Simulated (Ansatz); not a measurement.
Relaxing a trial structure of CH4BrGaSi

The starting geometry of this gas-phase singlet was optimised with GFN2-xTB.

```xyz
8

C    -0.8885    1.5008    0.5686
Br   -0.3260   -1.7153   -1.3402
Ga    0.6207   -0.3659   -3.2010
Si   -0.0226    1.3051   -1.1373
H     1.3855    1.0393   -0.6201
H    -0.4641    2.3325    1.1283
H    -0.7585    0.5973    1.1623
H    -1.9584    1.6773    0.4752
```

Where would you expect an optimisation with BLYP-D3(BJ)/def2-SVP to take it?

A new bond forms, giving a structure with Br2 bridging Ga3 and Si4, given below by its coordinates. Distances that change by over a tenth: Br2–Ga3 (2.49 → 2.94 Å). Contacts that close: Br2–Si4 (3.04 → 2.43 Å).

The energy falls by 0.60 eV over 13 steps:

```json
{"step": "1", "E − E(last) (eV)": "0.601"}
{"step": "2", "E − E(last) (eV)": "0.349"}
{"step": "4", "E − E(last) (eV)": "0.133"}
{"step": "5", "E − E(last) (eV)": "0.067"}
{"step": "6", "E − E(last) (eV)": "0.024"}
{"step": "8", "E − E(last) (eV)": "0.003"}
{"step": "9", "E − E(last) (eV)": "0.000"}
{"step": "10", "E − E(last) (eV)": "0.000"}
{"step": "12", "E − E(last) (eV)": "0.000"}
{"step": "13", "E − E(last) (eV)": "0.000"}
```

Final geometry (Å):

```csv
atom,x (Å),y (Å),z (Å)
C,-0.8803,1.4245,0.4437
Br,-0.1329,-1.5493,-1.0866
Ga,-0.0974,0.2465,-3.4201
Si,0.3768,0.8156,-0.8645
H,1.7173,0.7435,-0.1603
H,-0.6730,2.4921,0.6717
H,-0.8035,0.8477,1.3870
H,-1.9189,1.3504,0.0650
```

The end wasn't checked by frequencies. Run with Ansatz 0.2.0, 24 s on 2 threads of AMD EPYC 7R43 64-Core Processor (Zen 3), with other jobs on the host.
